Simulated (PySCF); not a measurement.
# RuS₂⁻, doublet: structure and spectrum

Method: PySCF, UPBE, basis Ru def2-SVPD with ECP28, S def2-SVPD (scalar-relativistic core potentials, no spin–orbit coupling, density fitting).

The structure is a higher-order saddle point with 2 imaginary modes (one degenerate set).

- Point group: D∞h
- Bond lengths: Ru–S 2.141 Å (×2)
- Bond angles: S–Ru–S 180.0°
- Lowest empty level (β): 0.11 eV
- Spin squared ⟨S²⟩: 0.775
- Rotational constants: 0.05753 cm⁻¹
- Highest occupied level (β): -0.12 eV
- Dipole moment about the centre of mass: 0.00 D
- Principal polarisabilities: 81.3, 81.3, 195.8 bohr³
- Principal quadrupole moments (Buckingham, traceless) about the centre of mass: -18.08, 9.04, 9.04 D Å
- Zero-point energy (real modes): 5.5 kJ/mol

Harmonic modes (masses in u: Ru 101.904, S 31.972):
```json
{"symmetry": "πu", "ω (cm⁻¹)": "76i", "IR (km/mol, summed over degenerate members)": "–", "μ (u)": "43.48", "type": "bend"}
{"symmetry": "σg+", "ω (cm⁻¹)": "438", "IR (km/mol, summed over degenerate members)": "0.0", "μ (u)": "31.97", "type": "stretch"}
{"symmetry": "σu+", "ω (cm⁻¹)": "489", "IR (km/mol, summed over degenerate members)": "128", "μ (u)": "43.48", "type": "stretch"}
```

In D∞h the vibrations span πu + σg+ + σu+. The σg+ mode carries no infrared intensity, as symmetry demands. With a centre of inversion only u modes can be infrared active and only g modes Raman active.

Charges (e); Mulliken and Löwdin values are unreliable with diffuse functions:
```csv
atom,Mulliken,Löwdin,polar tensor,spin (Mulliken),Mayer order to Ru1
Ru1,0.04,-0.46,0.28,1.25,–
"S2,3",-0.52,-0.27,-0.64,-0.13,1.45
```
Other Mayer orders above 0.3: S–S 0.68.

Mulliken populations on Ru1 (electrons outside its core potential): s 3.23, p 6.08, d 6.64, f 0.01.

This need not be the most stable arrangement of these atoms. Open d and f shells are described by one determinant, and the ground state may have another occupation or spin. The lowest empty level of this anion is unbound, so it and the gap depend on the basis. At this level a quartet minimum of C2v symmetry lies 23 kJ/mol below this structure.

The final relaxation and frequency run took about 100 core-seconds on a shared host.
